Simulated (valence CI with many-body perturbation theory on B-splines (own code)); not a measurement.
## Er55+: fill in the table

Level of theory: configuration interaction combined with many-body perturbation theory (CI+MBPT): three valence electrons over a frozen Dirac-Fock core [Ne], a basis of 11 s, 11 p, 9 d, 7 f, 5 g, 2 h, 1 i functions for each j, with the one-electron correlation potential Σ1, the two-electron term Σ2, the three-electron term Σ3, Breit, model QED; selected CI, second order for the rest (own B-spline code, finite nucleus).

No measured spectrum was set against this ion. As an estimate, large intervals hold to a few tenths of a per cent, small ones and those within an open d or f shell to about a per cent.

```csv
Level,E (Ry)
(3s^2 3p1/2) J=1/2,0.000
(3s 3p1/2^2) J=1/2,?
(3s^2 3p3/2) J=3/2,17.889
(3s 3p1/2 3p3/2) J=3/2 [a],?
(3s 3p1/2 3p3/2) J=5/2,27.857
(3s 3p1/2 3p3/2) J=3/2 [b],29.302
(3s 3p1/2 3p3/2) J=1/2,29.957
(3s^2 3d3/2) J=3/2,?
(3s^2 3d5/2) J=5/2,36.783
(3p1/2^2 3p3/2) J=3/2,39.925
(3s 3p1/2 3d3/2) J=3/2 [a],40.918
(3s 3p1/2 3d3/2) J=5/2,41.768
(3s 3p1/2 3d3/2) J=1/2,?
(3s 3p1/2 3d3/2) J=3/2 [b],43.845
(3s 3p3/2^2) J=5/2,45.451
(3s 3p1/2 3d5/2) J=5/2 [a],45.870
(3s 3p1/2 3d5/2) J=7/2,?
(3s 3p1/2 3d5/2) J=5/2 [b],?
(3s 3p1/2 3d5/2) J=3/2,47.798
(3s 3p3/2^2) J=1/2,47.868
```

Levels are named by their leading jj configuration (3d3/2^4 stands for four electrons in 3d with j = 3/2), which in mixed levels can hold well under half, so a name can repeat and another be missing. Letters in brackets count levels of one name in rising energy.

Problem. The levels stand in rising order. What does the calculation give for the missing energies?

Solution. (3s 3p1/2^2) J=1/2 10.738; (3s 3p1/2 3p3/2) J=3/2 [a] 26.680; (3s^2 3d3/2) J=3/2 33.275; (3s 3p1/2 3d3/2) J=1/2 43.498; (3s 3p1/2 3d5/2) J=7/2 46.739; (3s 3p1/2 3d5/2) J=5/2 [b] 47.443.
